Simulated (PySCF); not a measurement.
Job file and geometry (Å, from GFN2-xTB) of an NMR shielding run on SMILES CCC#CB(F)Cl, C₄H₅BClF, GIAO PBE0/pcSseg-1 NMR shielding, non-relativistic, gas phase in PySCF 2.14.0, density-fitted response routines; density fitting, a coarse starting grid and PySCF grid level 2 are the driver's defaults:

```
$ OMP_NUM_THREADS=1 python probes_run.py task.json out

{"job": {"kind": "nmr", "xc": "PBE0", "basis": "pcSseg-1"}, "charge": 0, "multiplicity": 1}
C     -1.924533    -0.273161    -0.521265
C     -1.065137     0.782563     0.175652
C      0.317193     0.378987     0.256661
C      1.471951     0.027347     0.313048
B      2.907241    -0.417727     0.366712
F      3.847421     0.361637     0.883419
Cl     3.408346    -1.949226    -0.241266
H     -1.569176    -0.444630    -1.534338
H     -1.883808    -1.215021     0.020179
H     -2.958708     0.059835    -0.565690
H     -1.433758     0.959113     1.190177
H     -1.115834     1.729597    -0.369316
```

Q: Write the output of this run.

A: 
```
coarse grid: 11240 points
cycle   1  E = -739.7581248362  dE =  8.586e-01  |g| = 5.559e-01  |ddm| = 3.697e+00
cycle   2  E = -739.7292746952  dE =  2.885e-02  |g| = 7.330e-01  |ddm| = 8.559e-01
cycle   3  E = -739.8198004543  dE = -9.053e-02  |g| = 1.005e-01  |ddm| = 4.314e-01
cycle   4  E = -739.8216117587  dE = -1.811e-03  |g| = 3.825e-02  |ddm| = 1.026e-01
cycle   5  E = -739.8218365076  dE = -2.247e-04  |g| = 2.501e-02  |ddm| = 4.429e-02
cycle   6  E = -739.8219839178  dE = -1.474e-04  |g| = 2.764e-03  |ddm| = 1.869e-02
cycle   7  E = -739.8219855840  dE = -1.666e-06  |g| = 7.135e-04  |ddm| = 3.515e-03
final grid: 106256 points
cycle   8  E = -739.8657175998  dE = -4.243e-05  |g| = 6.243e-03  |ddm| = 3.518e-02
cycle   9  E = -739.8657152938  dE =  2.306e-06  |g| = 6.731e-03  |ddm| = 1.083e-02
cycle  10  E = -739.8657256652  dE = -1.037e-05  |g| = 1.803e-03  |ddm| = 5.884e-03
cycle  11  E = -739.8657264206  dE = -7.554e-07  |g| = 5.118e-04  |ddm| = 1.623e-03
cycle  12  E = -739.8657264808  dE = -6.017e-08  |g| = 8.205e-05  |ddm| = 3.706e-04
cycle  13  E = -739.8657264821  dE = -1.300e-09  |g| = 3.354e-05  |ddm| = 1.070e-04
cycle  14  E = -739.8657264822  dE = -1.926e-10  |g| = 8.812e-06  |ddm| = 2.741e-05
converged SCF energy = -739.8657264822

GIAO shielding tensors (ppm)
atom      isotropic    diamagn.    paramagn.     s11        s22        s33       span
  0 C      171.075     247.693     -76.617    159.156    167.162    186.909     27.753
  1 C      170.447     249.365     -78.918    161.021    168.549    181.771     20.750
  2 C       63.981     271.040    -207.059    -29.947    -15.279    237.168    267.115
  3 C      100.700     259.472    -158.772     16.166     19.849    266.085    249.919
  4 B       71.009     195.741    -124.732     46.316     79.683     87.029     40.712
  5 F      196.780     464.110    -267.330     15.114    177.207    398.018    382.904
  6 Cl     755.735    1147.913    -392.178    463.731    874.810    928.663    464.932
  7 H       30.353      30.215       0.138     26.611     28.761     35.687      9.076
  8 H       30.350      30.205       0.146     26.603     28.756     35.693      9.090
  9 H       30.595      28.389       2.206     26.091     27.668     38.027     11.936
 10 H       29.247      29.043       0.204     24.057     28.223     35.460     11.403
 11 H       29.234      29.074       0.161     24.023     28.234     35.446     11.422
```

Size and cost of the density-fitted run: 151 basis functions, 27 s wall time on 1 thread of an Arm Neoverse N1, shared host; peak memory 0.7 GiB.
